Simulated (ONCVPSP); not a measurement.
# Configuration tests for P (ONCV)

```
Element                 : phosphorus
Generator               : ONCVPSP 4.0.1
Type                    : optimised norm-conserving Vanderbilt (ONCV)
Functional              : BLYP
Relativity              : scalar-relativistic
Frozen core             : [Ne]
Valence charge          : 5
Reference configuration : 3s2 3p2 (charge +1)
Partial waves           : 3s: rc 1.74 bohr, ncon 4, nbas 7, qcut 4.6 1/bohr, 2 projectors, debl 2.6 Ha; 3p: rc 2.14 bohr, ncon 4, nbas 7, qcut 4.5 1/bohr, 2 projectors, debl 0.6 Ha; d scattering state at 0.13 Ha: rc 1.70 bohr, ncon 3, nbas 6, qcut 6.7 1/bohr, local
Local potential         : the d channel
Core correction         : Teter function, fcfact 3.75, rcfact 1.3
```

Energies are relative to the spin-unpolarised reference configuration 3s2 3p2; without spin polarisation the order of configurations can differ from experiment.

| valence configuration | charge | ΔE all-electron (eV) | error AE − PS (meV) |
| --- | --- | --- | --- |
| 3s2 3p1 | +2 | 19.012 | +5.4 |
| 3s2 3p0 | +3 | 48.682 | +44 |
| 3s1 3p4 | 0 | -1.021 | +1.2 |

Task: What are ΔE and the potential's error for 3s2 3p3?

Result: ΔE = -9.576 eV all-electron; the error (AE − PS) is +2.0 meV.

Levels in the configuration 3s2 3p3:

| level | all-electron (eV) | pseudo (eV) |
| --- | --- | --- |
| 3s | -13.833 | -13.837 |
| 3p | -5.357 | -5.358 |
